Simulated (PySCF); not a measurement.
## UHF on Ta (tantalum, neutral)

Configuration: [Xe] 4f14 5d2 6s2 6p1, one real determinant (an excited configuration). Calculation: PySCF 2.14, in ANO-RCC-VTZP; scalar relativity by spin-free X2C-1e.

* Total energy: -15599.374995 hartree
* One-electron energy: -21411.8027 hartree
* Hartree (Coulomb) energy: 6128.3109 hartree
* Exchange energy: -315.8832 hartree
* ⟨S²⟩: 4.3375
* ⟨L²⟩: 15.444
* Sum of ⟨r⟩: 46.18 bohr
* Sum of ⟨r²⟩: 76.58 bohr²
* Traceless quadrupole moment −½Σ⟨3z² − r²⟩ along its main axis: -6.78 e·bohr²
* Langevin diamagnetic susceptibility: -60.7 ×10⁻⁶ cm³/mol

| shell | electrons | mean orbital energy (hartree) | spread (hartree) | rms radius, mean of both spins (bohr) |
| --- | --- | --- | --- | --- |
| 1s α | 1 | -2490.09170 | 0 | 0.0211 |
| 1s β | 1 | -2490.09139 | 0 | 0.0211 |
| 2s α | 1 | -433.01113 | 0 | 0.0853 |
| 2s β | 1 | -433.00623 | 0 | 0.0853 |
| 2p α | 3 | -380.48282 | 0.00077 | 0.0775 |
| 2p β | 3 | -380.47773 | 0.00280 | 0.0775 |
| 3s α | 1 | -101.50027 | 0 | 0.218 |
| 3s β | 1 | -101.49975 | 0 | 0.218 |
| 3p α | 3 | -85.52231 | 0.00402 | 0.220 |
| 3p β | 3 | -85.52172 | 0.00473 | 0.220 |
| 3d α | 5 | -66.26004 | 0.00876 | 0.201 |
| 3d β | 5 | -66.25719 | 0.00495 | 0.201 |
| 4s α | 1 | -21.92395 | 0 | 0.488 |
| 4s β | 1 | -21.91847 | 0 | 0.488 |
| 4p α | 3 | -16.56519 | 0.00659 | 0.519 |
| 4p β | 3 | -16.55966 | 0.00906 | 0.519 |
| 4d α | 5 | -9.46696 | 0.02082 | 0.564 |
| 4d β | 5 | -9.45887 | 0.01336 | 0.564 |
| 5s α | 1 | -3.31774 | 0 | 1.18 |
| 5s β | 1 | -3.25110 | 0 | 1.18 |
| 5p α | 3 | -1.90717 | 0.02276 | 1.38 |
| 5p β | 3 | -1.80620 | 0.03121 | 1.38 |
| 4f α | 7 | -1.57284 | 0.01039 | 0.702 |
| 4f β | 7 | -1.56622 | 0.01612 | 0.702 |
| 5d α | 2 | -0.39601 | 0.02174 | 2.27 |
| 6s α | 1 | -0.36082 | 0 | 3.37 |
| 6s β | 1 | -0.28731 | 0 | 3.37 |
| 6p α | 1 | -0.17796 | 0 | 4.05 |

⟨L²⟩ = 15.44 against 20 for a pure G term, so this real determinant mixes terms. Spin-orbit coupling, absent here, splits the open shell strongly. ⟨S²⟩ = 4.34 against 3.75 shows spin contamination. The s, p, d and f populations moved away from the nominal configuration during the SCF.

Densities and radii are taken from the X2C orbitals without a picture-change correction, which distorts them close to the nucleus.

Spin-orbit constants ζ (cm⁻¹) from the X2C one-electron operator on these orbitals: bare nucleus, nucleus screened by l(l+1)(2l+1)/3 electrons, and screened by the Breit-Pauli mean field of the electrons.

| shell | bare | screened nucleus | mean field |
| --- | --- | --- | --- |
| 2p | 6466000 | 6289000 | n/a |
| 3p | 1407000 | 1368000 | n/a |
| 3d | 219000 | 189000 | n/a |
| 4p | 317800 | 309100 | n/a |
| 4d | 42500 | 36670 | n/a |
| 4f | 7286 | 4491 | n/a |
| 5p | 41170 | 40040 | n/a |
| 5d | 2372 | 2047 | n/a |
| 6p | 3960 | 3852 | n/a |

To first order the Landé constant is A = 832.7 cm⁻¹, so the lowest level has J = 5/2 and lies 0.774 eV below the centre of the term. This holds in LS coupling only.
